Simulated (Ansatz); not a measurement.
Reaction (ligand exchange at the Si–O bond): `O[SiH](F)[SiH2][SiH3]` + HCl → `F[SiH](Cl)[SiH2][SiH3]` + H₂O

Calculated with Ansatz (gas phase, PBE0-D4/def2-TZVP geometries, no zero-point term in ΔE). CCSD(T)/CBS adds triple-zeta CCSD(T) − MP2 to the extrapolated MP2 energy (def2 sets, frozen cores). This one scheme is used for every species. Functionals use def2-TZVPP. B3LYP here is the variant with VWN-RPA as its local correlation; programs differ in this. One conformer a species, not always the lowest.

```json
{"level": "ωB97X-V", "ΔE (kJ/mol)": "3.6"}
{"level": "B2PLYP", "ΔE (kJ/mol)": "6.1"}
{"level": "PBE", "ΔE (kJ/mol)": "-0.8"}
{"level": "B3LYP", "ΔE (kJ/mol)": "6.8"}
{"level": "MP2/def2-QZVPP", "ΔE (kJ/mol)": "-1.0"}
{"level": "HF/CBS(def2)", "ΔE (kJ/mol)": "9.6"}
{"level": "MP2/CBS(def2)", "ΔE (kJ/mol)": "-3.6"}
{"level": "CCSD/CBS(def2)", "ΔE (kJ/mol)": "1.6"}
```

**Question.** What does CCSD(T)/CBS give? (Best estimate.)

**Answer.** Ansatz gave: +0.5 kJ/mol. The listed levels differ from it by 3.1, 5.6, -1.3, 6.3, -1.5, 9.1, -4.1, 1.1 kJ/mol.

Largest T1 diagnostic among the species: 0.013.

The D4 term adds −3.0 kJ/mol with B3LYP and −1.6 kJ/mol with PBE0; it sums over pairs of atoms, weighted by their polarisabilities, and B3LYP, whose exchange is more repulsive, gets the larger term.
